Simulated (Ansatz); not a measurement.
Molecule: SrCl (charge 0, doublet). 
Structure (B3LYP-D3(BJ)/def2-TZVP (Ansatz, an electronic-structure program) minimum search):
```xyz
2

Sr     0.0000     0.0000    -0.8032
Cl     0.0000     0.0000     1.7955
```
Charge 0, spin multiplicity 2.

Basis-set convergence of Hartree-Fock and CCSD correlation energies (hartree) with Ansatz. Valence correlation only, unless marked. Open shells are spin-unrestricted. Spin-orbit coupling is left out. The frozen core is the preceding noble-gas configuration, with the filled d and f shells of earlier blocks. The outer core of K, Ca and their heavier congeners is not correlated, a term that matters for these elements. In def2 rows, elements after Kr have scalar-relativistic effective core potentials.

| basis | functions | E(HF) | E(corr, CCSD) |
|---|---|---|---|
| def2-SVPD | 53 | -489.80195 | -0.16923 |
| def2-TZVPPD | 91 | -489.95863 | -0.22126 |
| def2-QZVPPD | 142 | -489.97326 | -0.24159 |

Extrapolating the two largest sets (X = 3 and 4) as X^-3: E(corr) = (64·(-0.24159) - 27·(-0.22126))/37 = -0.2564 Eh, an estimate of the basis-set limit. The largest set recovers 94.2 % of it, the smallest 66.0 %.
